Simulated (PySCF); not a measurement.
All values below come from PySCF 2.14.0 with PBE-D3(BJ)/def2-TZVP // PBE0-D3(BJ)/def2-TZVP. Isolated molecules, 0 K electronic values unless said otherwise. One relaxed conformer stands for a flexible species; it need not be the lowest. Delta-SCF ions had no search for a lower state. Excitations are Tamm–Dancoff values on a coarser integration grid. The basis has no diffuse functions, so Rydberg states are missing or too high.

Reference species (SMILES): `[SiH3][Si@@H]1C[SiH2]1` (neutral, multiplicity 1).

```yaml
vertical ionisation energy (Delta-SCF): 8.40 eV
brightest of the four lowest singlets (TDA): 5.14 eV
HOMO–LUMO gap: 4.41 eV
T1 excitation (TDA): 3.91 eV
```

Changed species: `C[SiH2][SiH]=[SiH2]` (C–Si–Si–Si torsion 105°).

### Question
What does the change do to the vertical ionisation energy (Delta-SCF), brightest of the four lowest singlets (TDA), HOMO–LUMO gap and T1 excitation (TDA)?

### Answer
the vertical ionisation energy (Delta-SCF) falls by 0.73 eV, to 7.67 eV; the brightest of the four lowest singlets (TDA) decreases by 1.00 eV, to 4.14 eV; the HOMO–LUMO gap falls by 1.87 eV, to 2.54 eV; the T1 excitation (TDA) falls by 2.09 eV, to 1.82 eV.
